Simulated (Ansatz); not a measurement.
C6H15BN2 (`CC1=[N+](C)[B-](C)(C)N1C`) at its PBE0-D4/def2-TZVP geometry, where that method's forces vanish. Total charge 0; spin multiplicity 1.

```xyz
24

C    -1.5961    1.4399    1.3542
C    -0.6771    0.5785    0.5680
N    -0.5567    0.4983   -0.7443
C    -0.9843    1.4312   -1.7347
B     0.6240   -0.5719   -0.5397
C     0.2522   -2.0553   -1.0069
C     2.0605   -0.0106   -0.9648
N     0.2372   -0.2727    0.9917
C     0.3797   -0.9080    2.2597
H    -1.6567    1.1082    2.3898
H    -2.5978    1.4264    0.9215
H    -1.2405    2.4737    1.3478
H    -1.8274    2.0301   -1.3783
H    -1.3061    0.9029   -2.6355
H    -0.1786    2.1182   -2.0226
H    -0.7523   -2.3609   -0.6947
H     0.9608   -2.7870   -0.6022
H     0.2980   -2.1518   -2.0969
H     2.1658    0.0174   -2.0554
H     2.8655   -0.6537   -0.5933
H     2.2518    1.0006   -0.5895
H     1.4316   -0.9290    2.5566
H     0.0224   -1.9443    2.2301
H    -0.1758   -0.3802    3.0393
```

(1) What forces (eV/Å) does ωB97M-V/def2-TZVPP give on these atoms in the Gaussian-basis code of Ansatz? (Best estimate.)

Results:

(1) The calculation gave: 
```
C1  -0.166  0.162  0.137
C2   0.065 -0.054 -0.051
N3   0.009 -0.118  0.103
C4  -0.105  0.259 -0.267
B5   0.097 -0.085 -0.079
C6  -0.009 -0.087 -0.028
C7   0.080  0.023 -0.035
N8  -0.007  0.102 -0.126
C9   0.040 -0.184  0.351
H10  0.005  0.023 -0.082
H11  0.083 -0.006  0.026
H12 -0.018 -0.090 -0.008
H13  0.051 -0.038 -0.027
H14  0.019  0.046  0.076
H15 -0.068 -0.059  0.032
H16  0.047  0.022 -0.009
H17 -0.037  0.035 -0.022
H18 -0.003  0.004  0.059
H19 -0.002  0.000  0.056
H20 -0.042  0.036 -0.020
H21 -0.018 -0.046 -0.015
H22 -0.090  0.007 -0.020
H23  0.026  0.093 -0.001
H24  0.045 -0.043 -0.048
```
